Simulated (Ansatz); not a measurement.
Mulliken charges of `C=[C](O)[AlH2]` from r2SCAN/def2-TZVPP in Ansatz (PBE0-D4/def2-TZVP geometry).

```tsv
atom	x (Å)	y (Å)	z (Å)	charge (e)
C1	-0.311	1.267	-0.665	-0.218
C2	0.321	0.132	-0.341	-0.016
O3	1.475	-0.178	-1.010	-0.309
Al4	-0.481	-0.960	1.061	0.468
H5	0.060	1.940	-1.434	0.073
H6	-1.226	1.541	-0.155	0.093
H7	1.822	-1.010	-0.682	0.222
H8	0.249	-2.315	1.467	-0.164
H9	-1.820	-0.464	1.741	-0.149
```

Task: By hand: the dipole of these point charges (1 e Å = 4.8032 D).

Result: Σ q r = (-0.093, -0.163, 0.189) e Å, of length 0.266 e Å = 1.28 D.

Task: How does the dipole of the full density compare? (An estimate is asked.)

Result: Ansatz gave: (0.023, -0.169, 0.104) e Å, 0.96 D; the point charges give 1.33 times that, at 32° from its direction.

Point charges leave out the atoms' own dipoles, such as those of lone pairs, and Mulliken's split depends on the basis, so the two needn't agree.
